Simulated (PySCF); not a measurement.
## Telling isomers of C₆H₆FO₃P apart by NMR

[PySCF: geometry from GFN2-xTB; GIAO PBE0/pcSseg-1 shieldings; non-relativistic Hamiltonian; one conformer; isolated molecule; equivalent nuclei averaged]

δ = σ(ref) − σ, references computed at the same level: ¹H (σ = 31.72 ppm), ¹³C (σ = 186.93 ppm) against TMS. Splittings of carbon signals by F and P are missing where no couplings were computed. Where no couplings were computed, multiplicities follow the n + 1 count of equivalent neighbours, and m marks all less simple cases (inequivalent or close neighbours, rings, F or P nearby). Shifts are as computed. Against solution values, carbons near 30 ppm lie about +3 ppm off and those near 130 ppm about +5 ppm. Of 1211 compounds with measured shifts, 218 miss one by over three times the rms of a fit or turn the order of signals round; such compounds aren't used in these exercises. OH and NH positions are gas-phase values without hydrogen bonding to other molecules.

(1) Tabulate the signals of `O=P(O)(O)c1ccc(F)cc1`, `O=P(O)(O)c1cccc(F)c1` and their relative energies.

(2) What is the quickest way to tell O=P(O)(O)c1ccc(F)cc1 from O=P(O)(O)c1cccc(F)c1?

## Answers

(1) 
```json
{"SMILES": "O=P(O)(O)c1ccc(F)cc1", "carbon types": "2×C 4×CH", "δC": "175.5, 138.2, 131.9, 121.0", "δH": "8.10 (m, 2H), 7.43 (m, 2H), 3.50 (br s, 2H)", "E rel. (kcal/mol)": "0.0"}
{"SMILES": "O=P(O)(O)c1cccc(F)c1", "carbon types": "2×C 4×CH", "δC": "172.3, 138.6, 135.2, 129.8, 125.5, 123.5", "δH": "7.81 (m, 1H), 7.75 (m, 1H), 7.73 (m, 1H), 7.51 (m, 1H), 3.53 (br s, 2H)", "E rel. (kcal/mol)": "0.7"}
```

Energies are electronic energies at PBE0/pcSseg-1 on these geometries, without zero-point or thermal terms, each for the one conformer computed, which needn't be the lowest.

(2) Count the carbon signals: 4 against 6. The first has a substituted aromatic carbon (C) at 131.9 ppm, the second an aromatic CH at 129.8 ppm. Their most deshielded carbons lie at 175.5 and 172.3 ppm.
